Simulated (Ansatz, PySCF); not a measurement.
Here is a job for Ansatz (a program for electronic structure).
Ansatz 0.2 input:
```yaml
crystal:
  periodic: [false, false, false]
  atoms:
    - {symbol: C, position_ang: [1.34206891, -0.30342750, -0.00661096]}
    - {symbol: C, position_ang: [0.14876589, 0.55092354, -0.00453656]}
    - {symbol: N, position_ang: [-1.30721820, -0.07433856, 0.00884616]}
    - {symbol: H, position_ang: [1.32777328, -0.97632740, 0.89192972]}
    - {symbol: H, position_ang: [1.31633528, -0.98796197, -0.89606266]}
    - {symbol: H, position_ang: [0.10851373, 1.19267402, -0.89918986]}
    - {symbol: H, position_ang: [0.11990906, 1.20426517, 0.88213160]}
    - {symbol: H, position_ang: [-1.32833243, -0.69336521, 0.82186557]}
    - {symbol: H, position_ang: [-1.33868028, -0.70389088, -0.79571234]}
basis:
  gaussian:
    orbitals: STO-3G
hamiltonian:
  xc: blyp
total_charge: -1
accuracy: high
```

Task: Convert this to an input for PySCF.

Result: This is not unique; one that fits is 
```python
from pyscf import gto, scf, dft

mol = gto.M(
    atom='''
C     1.342069   -0.303428   -0.006611
C     0.148766    0.550924   -0.004537
N    -1.307218   -0.074339    0.008846
H     1.327773   -0.976327    0.891930
H     1.316335   -0.987962   -0.896063
H     0.108514    1.192674   -0.899190
H     0.119909    1.204265    0.882132
H    -1.328332   -0.693365    0.821866
H    -1.338680   -0.703891   -0.795712
''',
    basis='sto-3g',
    charge=-1,
    spin=0,
    verbose=4,
)

mf = dft.RKS(mol)
mf.xc = 'blyp'
mf.grids.atom_grid = (99, 590)
mf.grids.prune = None
mf.kernel()
```

Both were run: Ansatz gave -132.545780 Eh and PySCF -132.545780 Eh, 0.000 mEh apart.
